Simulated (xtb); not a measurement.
Li$_{2}$ (SMILES [Li][Li]), singlet, at a GFN2-xTB geometry (such geometries of metal compounds can be far from the true shape); GFN-FF (xtb).

xtb was given this input:
```
$ xtb mol.xyz --gfnff --json

# file mol.xyz
2

Li    -0.00000000    -0.00000000    -1.14955728
Li     0.00000000     0.00000000     1.14955728
```

Question: What does xtb print? Leave out banner, timings and long lists.

Answer: 
```
   ID    Z sym.   atoms
    1    3 Li     1, 2

           -------------------------------------------------
          |                Calculation Setup                |
           -------------------------------------------------

          ==================== Thresholds ====================
          CN  :   150.00000
          rep :   500.00000
          disp:  2500.00000
          HB1 :   250.00000
          HB2 :   450.00000

          Pauling EN used:
          Z : 3  EN :  0.98
          electric field strengths (au): 0.000

           -------------------------------------------------
          |           Force Field Initialization            |
           -------------------------------------------------

          distances ...
          ----------------------------------------
          generating topology and atomic info file ...
          pair mat ...
          computing topology distances matrix with Floyd-Warshall algo ...
          making topology EEQ charges ...
          #fragments for EEQ constrain: 1
          ----------------------------------------
          generating topology and atomic info file ...
          pair mat ...
          computing topology distances matrix with Floyd-Warshall algo ...
          making topology EEQ charges ...
          #fragments for EEQ constrain: 1
          rings ...
          # BATM   0
          # H in HB   0

  atom   neighbors  erfCN metchar sp-hybrid imet pi  qest     coordinates
    1  Li      1    0.98   0.01         0    1    0  -0.000   -0.000000   -0.000000   -2.172348
    2  Li      1    0.98   0.01         0    1    0  -0.000    0.000000    0.000000    2.172348

          #atoms :   2
          #bonds :   1
          #angl  :   0
          #tors  :   0
          #nmol  :   1
          #optfrag :   1
           -------------------------------------------------
          |                   G F N - F F                   |
          |          A general generic force-field          |
          |                  Version 1.0.3                  |
           -------------------------------------------------
          Number of HB bonds (bound hydrogen)     0
          Number of HB bonds (unbound hydrogen)   0
          Number of XB bonds                      0

         :::::::::::::::::::::::::::::::::::::::::::::::::::::
         ::                     SUMMARY                     ::
         :::::::::::::::::::::::::::::::::::::::::::::::::::::
         :: total energy              -0.006439331810 Eh    ::
         :: gradient norm              0.009677248651 Eh/a0 ::
         ::.................................................::
         :: bond energy               -0.006690773320 Eh    ::
         :: angle energy               0.000000000000 Eh    ::
         :: torsion energy             0.000000000000 Eh    ::
         :: repulsion energy           0.000534099013 Eh    ::
         :: electrostat energy        -0.000000000000 Eh    ::
         :: dispersion energy         -0.000282657503 Eh    ::
         :: HB energy                  0.000000000000 Eh    ::
         :: XB energy                  0.000000000000 Eh    ::
         :: bonded atm energy          0.000000000000 Eh    ::
         :: external energy            0.000000000000 Eh    ::
         :: add. restraining           0.000000000000 Eh    ::
         :: total charge              -0.000000000000 e     ::
         :::::::::::::::::::::::::::::::::::::::::::::::::::::

           -------------------------------------------------
          |                Property Printout                |
           -------------------------------------------------

molecular dipole:
                 x           y           z       tot (Debye)
 q only:        0.000       0.000      -0.000       0.000

           -------------------------------------------------
          | TOTAL ENERGY               -0.006439331810 Eh   |
          | GRADIENT NORM               0.009677248651 Eh/α |
           -------------------------------------------------
########################################################################
[WARNING] Runtime exception occurred
-1- gfnff_setup: Could not read topology file.
########################################################################

normal termination of xtb
```
